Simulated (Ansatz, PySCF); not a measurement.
The pair A = C2H4 (SMILES C=C) (first 6 atoms), B = N2 (SMILES N#N); geometry from B3LYP-D3(BJ)/def2-TZVP.
(charge 0, multiplicity 1):
| atom | x (Å) | y (Å) | z (Å) |
|---|---|---|---|
| C | -0.1422 | 0.7337 | -0.1053 |
| C | 0.3083 | -0.5110 | -0.1497 |
| H | 0.3621 | 1.5414 | -0.6220 |
| H | -1.0348 | 0.9960 | 0.4496 |
| H | -0.1974 | -1.3171 | 0.3677 |
| H | 1.2005 | -0.7748 | -0.7046 |
| N | 0.1579 | -0.1208 | 3.8778 |
| N | -0.6537 | -0.5485 | 3.2880 |

Frozen-core correlation. MP2 and its Hartree–Fock in aug-cc-pVQZ are density fitted. Rows in 6-31G* carry no dispersion term and start afresh at each structure (6-31G* with six Cartesian d functions). MP2/6-31G* freezes PySCF's default core.

The values were computed with Ansatz (a program for electronic structure) with Gaussian orbitals; PySCF for 6-31G* rows. Each number belongs to the level named beside it.

Total energies (hartree), monomers frozen at their geometry in the pair:

| structure | HF/aug-cc-pVQZ | MP2/6-31G* | CCSD(T)/aug-cc-pVDZ |
|---|---|---|---|
| AB | -187.0615303 | -187.5372344 | -187.6624007 |
| A in the pair's basis | -78.0695839 | -78.2852357 | -78.3683887 |
| B in the pair's basis | -108.9927709 | -109.2517656 | -109.2933343 |
| A | -78.0695771 | -78.2848515 | -78.3681419 |
| B | -108.9927411 | -109.2512817 | -109.2928325 |

Work out the interaction energy without and with the counterpoise correction, and the superposition error, for each level.


E(AB) − E(A) − E(B), times 627.509 kcal/mol, with the monomers in their own basis and then in the pair's basis:
- HF/aug-cc-pVQZ: 0.49 uncorrected, 0.52 corrected; the monomers gain 0.02 kcal/mol from borrowed functions
- MP2/6-31G*: -0.69 uncorrected, -0.15 corrected; the monomers gain 0.54 kcal/mol from borrowed functions
- CCSD(T)/aug-cc-pVDZ: -0.90 uncorrected, -0.43 corrected; the monomers gain 0.47 kcal/mol from borrowed functions
